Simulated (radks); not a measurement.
Problem. All-electron atom: Pt36+ in [Kr] 4d6. Method: scalar-relativistic Kohn-Sham, r2SCAN, spin-polarised, spherical densities, finite nucleus; open shells are filled with parallel spins first (spin-orbit coupling, left out, can overturn this in heavy ions); meta-GGA in the generalised Kohn-Sham scheme; Fermi nuclear charge, rms radius 5.427 fm; computed with a radial shooting solver on a logarithmic mesh with Libxc functionals. Some entries of the table are withheld. Estimate them.

orbital  occ.  eigenvalue (hartree)  r(max) (bohr)  <1/r> (bohr^-1)
1s up       1             -2939.956        0.01062            93.91
1s down     1             -2939.956        0.01062            93.91
2s up       1             -563.3891        0.06121            22.03
2s down     1             -563.1400        0.06120            22.03
2p up       3             -495.6111        0.05060            19.66
2p down     3             -495.4127        0.05058            19.67
3s up       1             -174.2590         0.1719            8.243
3s down     1             -174.2065         0.1720            8.242
3p up       3             -154.3998         0.1709            7.543
3p down     3             -154.3246         0.1710            7.543
3d up       5             -133.1617         0.1392            7.091
3d down     5             -132.9893         0.1394            7.088
4s up       1             -74.97396         0.3735            3.836
4s down     1             -74.43437         0.3734            3.831
4p up       3                   (1)         0.3868            3.557
4p down     3                   (2)         0.3869            3.549
4d up       5             -59.39618         0.3831            3.315
4d down     1             -58.86068         0.3832            3.312
5s up       0             -40.65719            (3)            2.153
5s down     0             -40.34610            (4)            2.145
5p up       0             -37.50601         0.7200            2.014
5p down     0             -37.21242         0.7233            2.004

Solution. 
(1) 4p up eigenvalue (hartree): -67.76010
(2) 4p down eigenvalue (hartree): -67.22921
(3) 5s up r(max) (bohr): 0.6868
(4) 5s down r(max) (bohr): 0.6893
